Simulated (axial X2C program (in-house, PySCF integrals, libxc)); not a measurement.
**Spin–orbit effects down a group: molecules with Li (ions), CCSD**

All values come from calculations with an axial X2C code built on PySCF integrals, spin-free (one-electron X2C) or two-component (2c: spin–orbit coupling with atomic mean-field Coulomb and Gaunt terms, which also bring small scalar terms), in Dyall basis sets with cores contracted in-house; open shells are unrestricted.

Basis sets: Ag dyall-cv3z, Au dyall-cv3z, Cu dyall-cv3z, Li dyall-cv3z. Frozen shells (counts by l): LiCu⁺ Cu 3s2p, Li 1s, 11 electrons correlated; LiAg⁺ Ag 4s3p1d, Li 1s, 11 electrons correlated; LiAu⁺ Au 5s4p2d1f, Li 1s, 11 electrons correlated. Coupled cluster in natural virtuals with an MP2 remainder. Where the outer core of a metal is frozen, bonds come out longer and ionisation energies lower.

| molecule | spin-free state | Re (Å) | ωe (cm⁻¹) | De (eV) | 2c state | Re 2c (Å) | ωe 2c (cm⁻¹) | De 2c (eV) |
| --- | --- | --- | --- | --- | --- | --- | --- | --- |
| LiCu⁺ | M_S = 1/2, Λ = 0 | 2.727 | 228.3 | 0.69 | Ω = 1/2 | 2.728 | 228.2 | 0.69 |
| LiAg⁺ | M_S = 1/2, Λ = 0 | 2.809 | 219.4 | 0.64 | Ω = 1/2 | 2.809 | 219.4 | 0.65 |
| LiAu⁺ | M_S = 1/2, Λ = 0 | 2.628 | 257.0 | 0.58 | Ω = 1/2 | 2.623 | 260.0 | 0.59 |

Fragments in 2c: Cu + Li+, Ag + Li+, Au + Li+. Each entry is the lowest single determinant of a limited PBE0 search at one distance. De goes to single-determinant-based atoms at the same level (for ions the charge split of lowest energy) and is withheld (n/a) where an atom does not fit its ground term or J level. Main or longest-lived isotopes.
